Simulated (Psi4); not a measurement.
H2OSi, triplet, at a GFN2-xTB geometry of the parent state (a higher spin typed on purpose: for a closed-shell molecule this is an excited state); SVWN/def2-SVP in Psi4 1.11.

Here is a job for Psi4.
```
memory 2 GB

molecule {
0 3
Si    0.06934238   -0.44293770    0.00358120
O    -0.17097170    1.09211434   -0.00882986
H    -1.00009541   -1.45561993   -0.00045378
H     1.39707565   -1.08016707    0.02095588
}

set {
  basis def2-svp
  reference uks
}

energy('svwn')
print_variables()
```

The log (banner, timings and long lists left out):

```
   => Loading Basis Set <=

    Name: DEF2-SVP
    Role: ORBITAL
    Keyword: BASIS

         ---------------------------------------------------------
                                   SCF
               by Justin Turney, Rob Parrish, Andy Simmonett
                          and Daniel G. A. Smith
                              UKS Reference
         ---------------------------------------------------------

  ==> Geometry <==

    Molecular point group: c1
    Full point group: C1

    Geometry (in Angstrom), charge = 0, multiplicity = 3:

       Center              X                  Y                   Z               Mass
    ------------   -----------------  -----------------  -----------------  -----------------
         SI           0.077923070950    -0.497748485476     0.004024350025    27.976926534650
         O           -0.162391009050     1.037303554524    -0.008386709975    15.994914619570
         H           -0.991514719050    -1.510430715476    -0.000010629975     1.007825032230
         H            1.405656340950    -1.134977855476     0.021399030025     1.007825032230

  Running in c1 symmetry.

  Rotational constants: A =      5.68178  B =      0.59466  C =      0.53832 [cm^-1]
  Rotational constants: A = 170335.49066  B =  17827.50465  C =  16138.43757 [MHz]
  Nuclear repulsion =   51.582234668835113

  Charge       = 0
  Multiplicity = 3
  Electrons    = 24
  Nalpha       = 13
  Nbeta        = 11

  ==> Algorithm <==

  SCF Algorithm Type is DF.
  DIIS enabled.
  MOM disabled.
  Fractional occupation disabled.
  Guess Type is SAD.
  Energy threshold   = 1.00e-06
  Density threshold  = 1.00e-06
  Integral threshold = 1.00e-12

  ==> Primary Basis <==

  Basis Set: DEF2-SVP
    Blend: DEF2-SVP
    Number of shells: 20
    Number of basis functions: 42
    Number of Cartesian functions: 44
    Spherical Harmonics?: true
    Max angular momentum: 2

  ==> DFT Potential <==

   => LibXC <=

    Version 7.1.2
    S. Lehtola, C. Steigemann, M. J. T. Oliveira, and M. A. L. Marques,  SoftwareX 7, 1–5 (2018) (10.1016/j.softx.2017.11.002)

   => Composite Functional: SVWN <=

    Slater exchange
    Vosko, Wilk & Nusair (VWN5_RPA)
    P. A. M. Dirac,  Math. Proc. Cambridge Philos. Soc. 26, 376 (1930) (10.1017/S0305004100016108)
    F. Bloch,  Z. Phys. 57, 545 (1929) (10.1007/BF01340281)
    S. H. Vosko, L. Wilk, and M. Nusair,  Can. J. Phys. 58, 1200 (1980) (10.1139/p80-159)

    Deriv               =              1
    GGA                 =          FALSE
    Meta                =          FALSE

    Exchange Hybrid     =          FALSE
    MP2 Hybrid          =          FALSE

   => Exchange Functionals <=

    1.0000         XC_LDA_X

   => Correlation Functionals <=

    1.0000   XC_LDA_C_VWN_RPA

   => LibXC Density Thresholds  <==

    XC_LDA_C_VWN_RPA:  1.00E-15
    XC_LDA_X:  1.00E-15

   => Molecular Quadrature <=

    Radial Scheme          =       TREUTLER
    Pruning Scheme         =           NONE
    Nuclear Scheme         =       TREUTLER

    Blocking Scheme        =         OCTREE
    BS radius alpha        =              1
    Pruning alpha          =              1
    Radial Points          =             75
    Spherical Points       =            302
    Total Points           =          86994
    Total Blocks           =            706
    Max Points             =            255
    Max Functions          =             42
    Weights Tolerance      =       1.00E-15

   => Loading Basis Set <=

    Name: (DEF2-SVP AUX)
    Role: JKFIT
    Keyword: DF_BASIS_SCF

  ==> Integral Setup <==

  SCF_SUBTYPE=INCORE selected. In-core MEM_DF algorithm will be used.
  Using in-core AOs.

  ==> MemDFJK: Density-Fitted J/K Matrices <==

    J tasked:                   Yes
    K tasked:                    No
    wK tasked:                   No
    Algorithm:                 Core
    Schwarz Cutoff:           1E-12
    Mask sparsity (%):       0.1134
    Fitting Condition:        1E-10

   => Auxiliary Basis Set <=

  Basis Set: (DEF2-SVP AUX)
    Blend: DEF2-UNIVERSAL-JKFIT
    Number of shells: 75
    Number of basis functions: 241
    Number of Cartesian functions: 288
    Spherical Harmonics?: true
    Max angular momentum: 4

  Minimum eigenvalue in the overlap matrix is 2.8144301493E-02.
  Reciprocal condition number of the overlap matrix is 7.6283800722E-03.
    Using symmetric orthogonalization.

  ==> Pre-Iterations <==

  SCF Guess: Superposition of Atomic Densities via on-the-fly atomic UHF (no occupation information).

   -------------------------
    Irrep   Nso     Nmo
   -------------------------
     A         42      42
   -------------------------
    Total      42      42
   -------------------------

  ==> Iterations <==

                           Total Energy        Delta E     RMS |[F,P]|

   @DF-UKS iter SAD:  -364.11354576241092   -3.64114e+02   0.00000e+00
   @DF-UKS iter   1:  -364.11284058696043    7.05175e-04   1.74788e-02 DIIS/ADIIS
   @DF-UKS iter   2:  -359.79048292603727    4.32236e+00   5.73641e-02 DIIS/ADIIS
   @DF-UKS iter   3:  -364.20472089888841   -4.41424e+00   1.42050e-02 DIIS/ADIIS
   @DF-UKS iter   4:  -364.35746651090244   -1.52746e-01   3.51592e-03 DIIS/ADIIS
   @DF-UKS iter   5:  -364.36633734177218   -8.87083e-03   1.57657e-03 DIIS/ADIIS
   @DF-UKS iter   6:  -364.36955355515187   -3.21621e-03   6.24240e-05 DIIS
   @DF-UKS iter   7:  -364.36955904678581   -5.49163e-06   1.09477e-05 DIIS
   @DF-UKS iter   8:  -364.36955907679936   -3.00136e-08   1.02621e-05 DIIS
   @DF-UKS iter   9:  -364.36955922763201   -1.50833e-07   6.89157e-07 DIIS
  Energy and wave function converged.

  ==> Post-Iterations <==

   Electrons on quadrature grid:
      Nalpha   =   13.0000029312 ; deviation = 2.931e-06
      Nbeta    =   11.0000008998 ; deviation = 8.998e-07
      Ntotal   =   24.0000038310 ; deviation = 3.831e-06

   @Spin Contamination Metric:   2.117529606E-03
   @S^2 Expected:                2.000000000E+00
   @S^2 Observed:                2.002117530E+00
   @S   Expected:                1.000000000E+00
   @S   Observed:                1.000000000E+00

    Orbital Energies [Eh]
    ---------------------

    Alpha Occupied:

       1A    -65.140930     2A    -18.677754     3A     -5.069149
       4A     -3.513585     5A     -3.512800     6A     -3.512605
       7A     -0.917376     8A     -0.510421     9A     -0.411300
      10A     -0.385074    11A     -0.352889    12A     -0.345744
      13A     -0.144456

    Alpha Virtual:

      14A     -0.065206    15A      0.000530    16A      0.049850
      17A      0.106837    18A      0.234587    19A      0.321411
      20A      0.326684    21A      0.333973    22A      0.420070
      23A      0.420724    24A      0.441633    25A      0.599853
      26A      0.691575    27A      0.802503    28A      0.897509
      29A      0.904655    30A      0.923490    31A      1.084243
      32A      1.358057    33A      1.415259    34A      1.422882
      35A      1.625640    36A      1.887821    37A      2.032502
      38A      2.460241    39A      2.471940    40A      2.619071
      41A      2.696066    42A      3.069414

    Beta Occupied:

       1A    -65.138767     2A    -18.655266     3A     -5.066332
       4A     -3.511509     5A     -3.510365     6A     -3.506615
       7A     -0.875044     8A     -0.483282     9A     -0.374398
      10A     -0.358179    11A     -0.317956

    Beta Virtual:

      12A     -0.293564    13A     -0.101777    14A     -0.036907
      15A      0.019044    16A      0.071910    17A      0.126261
      18A      0.249540    19A      0.347748    20A      0.351097
      21A      0.366471    22A      0.431514    23A      0.454279
      24A      0.460094    25A      0.628617    26A      0.711113
      27A      0.830062    28A      0.923475    29A      0.946342
      30A      0.951079    31A      1.110655    32A      1.379472
      33A      1.441940    34A      1.448058    35A      1.646953
      36A      1.910065    37A      2.059549    38A      2.519898
      39A      2.532095    40A      2.646831    41A      2.745153
      42A      3.103029

    Final Occupation by Irrep:
              A
    DOCC [    11 ]
    SOCC [     2 ]
    NA   [    13 ]
    NB   [    11 ]

  @DF-UKS Final Energy:  -364.36955922763201

   => Energetics <=

    Nuclear Repulsion Energy =             51.5822346688351132
    One-Electron Energy =                -607.8163303344595079
    Two-Electron Energy =                 220.7731573810904990
    DFT Exchange-Correlation Energy =     -28.9086209430981427
    Empirical Dispersion Energy =           0.0000000000000000
    VV10 Nonlocal Energy =                  0.0000000000000000
    Total Energy =                       -364.3695592276320099

  UHF NO Occupations:
  HONO-2 :   11  A 1.9995774
  HONO-1 :   12  A 1.0000000
  HONO-0 :   13  A 1.0000000
  LUNO+0 :   14  A 0.0004226
  LUNO+1 :   15  A 0.0002289
  LUNO+2 :   16  A 0.0001759
  LUNO+3 :   17  A 0.0001428

Computation Completed

Properties will be evaluated at   0.000000,   0.000000,   0.000000 [a0]

Properties computed using the SCF density matrix

 Multipole Moments:

 ------------------------------------------------------------------------------------
     Multipole            Electronic (a.u.)      Nuclear  (a.u.)        Total (a.u.)
 ------------------------------------------------------------------------------------

 L = 1.  Multiply by 2.5417464519 to convert [e a0] to [Debye]
 Dipole X            :         -0.2734710            0.3891637            0.1156927
 Dipole Y            :          1.7468479           -2.4858571           -0.7390092
 Dipole Z            :         -0.0141235            0.0200984            0.0059750
 Magnitude           :                                                    0.7480341

 ------------------------------------------------------------------------------------

  Variable Map:
  ----------------------------------------------------------------------------
  "CURRENT ENERGY"              =>    -364.369559227632
  "CURRENT REFERENCE ENERGY"    =>    -364.369559227632
  "DD SOLVATION ENERGY"         =>       0.000000000000
  "DFT FUNCTIONAL TOTAL ENERGY" =>    -364.369559227632
  "DFT TOTAL ENERGY"            =>    -364.369559227632
  "DFT VV10 ENERGY"             =>       0.000000000000
  "DFT XC ENERGY"               =>     -28.908620943098
  "GRID ELECTRONS ALPHA"        =>      13.000002931219
  "GRID ELECTRONS BETA"         =>      11.000000899756
  "GRID ELECTRONS TOTAL"        =>      24.000003830975
  "NUCLEAR REPULSION ENERGY"    =>      51.582234668835
  "ONE-ELECTRON ENERGY"         =>    -607.816330334460
  "PCM POLARIZATION ENERGY"     =>       0.000000000000
  "PE ENERGY"                   =>       0.000000000000
  "SCF ITERATION ENERGY"        =>    -364.369559227632
  "SCF ITERATIONS"              =>       9.000000000000
  "SCF TOTAL ENERGY"            =>    -364.369559227632
  "TWO-ELECTRON ENERGY"         =>     220.773157381090
  "XC GRID RADIAL POINTS"       =>      75.000000000000
  "XC GRID SPHERICAL POINTS"    =>     302.000000000000
  "XC GRID TOTAL POINTS"        =>   86994.000000000000

  Array Variable Map:
  ----------------------------------------------------------------------------
  "CURRENT DIPOLE"              =>       0.115692696185 ... 0.005974959377 1 by 3
  "SCF DIPOLE"                  =>       0.115692696185 ... 0.005974959377 1 by 3
  "SCF TOTAL ENERGIES"          =>    -364.113545762411 ... -364.369559227632 1 by 10
```
